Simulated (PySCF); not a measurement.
CH2O3, SMILES OC(=O)O.

The structure is a stationary point at B3LYP-D3(BJ)/def2-SVP. The values are those of a single conformer.

The numbers are results of PySCF with B3LYP-D3(BJ)/def2-SVP, not measurements.

Harmonic, unscaled wavenumbers; measured fundamentals usually lie a few per cent lower.

```
mode  ν (cm⁻¹)  IR (km/mol)  Raman (Å⁴/amu)  depolarisation  moving atoms (share of kinetic energy)
----  --------  -----------  --------------  --------------  --------------------------------------
1          533          0.0             5.5            0.75                          H 85 %, O 15 %
2          559          6.2             0.5            0.49                  O 74 %, H 16 %, C 10 %
3          604        211.5             0.8            0.75                                  H 94 %
4          612         53.0             3.3            0.75                          O 78 %, H 16 %
5          804         68.4             0.1            0.75                          C 76 %, O 22 %
6         1002         12.1             9.4            0.10                          O 82 %, H 13 %
7         1171        426.4             0.1            0.75                  H 55 %, O 35 %, C 10 %
8         1290         37.7             5.4            0.35                          H 71 %, O 29 %
9         1491        173.9             0.3            0.75                  C 64 %, H 23 %, O 12 %
10        1885        490.4             2.0            0.19                          C 65 %, O 32 %
11        3806        192.5            10.6            0.75                                  H 94 %
12        3809         23.3            99.3            0.25                                  H 94 %
```
